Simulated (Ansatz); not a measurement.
Consider the redistribution: `C[Si@@H](O)O[Si@H](O)Cl` + `O[SiH](O)CF` → `O[SiH](Cl)CF` + `C[SiH](O)O[SiH](O)O`.

Calculated with Ansatz (gas phase, PBE0-D4/def2-TZVP geometries, no zero-point term in ΔE). CCSD(T)/CBS is the MP2 limit (def2-TZVPP, def2-QZVPP) plus CCSD(T) − MP2 in def2-TZVPP, frozen cores. DFT in def2-TZVPP. B3LYP here is the variant with VWN-RPA as its local correlation; programs differ in this. Each species was taken in one conformer, which may not be the lowest.

`C[Si@@H](O)O[Si@H](O)Cl`:

Z-matrix (Å, degrees):
```
C
Si 1 1.844
H 1 1.092 2 110.9
H 1 1.092 2 110.6 3 120.3
H 1 1.093 2 110.4 3 -120.1
O 2 1.654 1 107.8 3 64.8
O 2 1.648 1 109.6 3 -177.5
H 2 1.483 1 113.4 3 -57.1
H 6 0.959 2 116.8 1 -157.6
Si 7 1.624 2 131.1 1 -117.7
O 10 1.626 7 112.4 2 50.2
Cl 10 2.063 7 107.2 2 -70.4
H 10 1.466 7 110.6 2 171.0
H 11 0.962 10 116.0 7 -53.5
```

`O[SiH](O)CF`:

Cartesian coordinates in Å:
```
O -1.253 1.125 0.574
Si 0.273 0.549 0.402
O 1.116 1.521 -0.605
C 0.119 -1.205 -0.291
F -0.905 -1.862 0.405
H -1.931 0.473 0.766
H 1.027 0.547 1.674
H 0.670 1.847 -1.389
H 1.034 -1.794 -0.181
H -0.151 -1.200 -1.354
```

`O[SiH](Cl)CF`:

Z-matrix (Å, degrees):
```
Si
Cl 1 2.053
C 1 1.886 2 107.6
O 1 1.630 2 111.3 3 -120.8
H 1 1.476 2 108.5 3 121.3
F 3 1.394 1 108.6 2 -72.4
H 3 1.094 1 112.6 2 47.7
H 3 1.096 1 110.7 2 169.1
H 4 0.960 1 117.4 2 68.1
```

`C[SiH](O)O[SiH](O)O`:

```xyz
15

C    -1.728   -1.594    1.312
Si   -0.357   -0.380    1.077
O     1.071   -1.162    1.259
O    -0.438    0.265   -0.443
Si    0.597    0.904   -1.506
O     2.107    0.565   -0.950
O     0.522    2.534   -1.608
H    -1.681   -2.035    2.311
H    -1.658   -2.400    0.578
H    -2.700   -1.106    1.201
H    -0.467    0.755    2.031
H     1.819   -0.745    0.819
H     0.335    0.300   -2.828
H     2.808    1.167   -1.203
H    -0.229    2.931   -2.051
```

```
             level  ΔE (kJ/mol)  difference from CCSD(T)/CBS
            PBE-D4         -4.4                          1.1
         r2SCAN-D4         -5.3                          0.2
           PBE0-D4         -5.3                          0.2
          B3LYP-D4         -4.9                          0.6
           ωB97X-V         -4.4                          1.1
           ωB97M-V         -4.2                          1.3
            B2PLYP         -6.8                         -1.3
               PBE         -6.1                         -0.6
            r2SCAN         -5.7                         -0.2
              PBE0         -7.0                         -1.5
             B3LYP         -7.7                         -2.2
     HF/def2-TZVPP         -8.5                         -3.0
    MP2/def2-TZVPP         -5.4                          0.1
SCS-MP2/def2-TZVPP         -5.6                         -0.1
   CCSD/def2-TZVPP         -6.5                         -1.0
CCSD(T)/def2-TZVPP         -5.8                         -0.3
     HF/def2-QZVPP         -8.9                         -3.4
    MP2/def2-QZVPP         -5.4                          0.1
SCS-MP2/def2-QZVPP         -5.6                         -0.1
      HF/CBS(def2)         -9.0                         -3.5
     MP2/CBS(def2)         -5.1                          0.4
    CCSD/CBS(def2)         -6.3                         -0.8
       CCSD(T)/CBS         -5.5                            0
```

Largest T1 diagnostic among the species: 0.011.
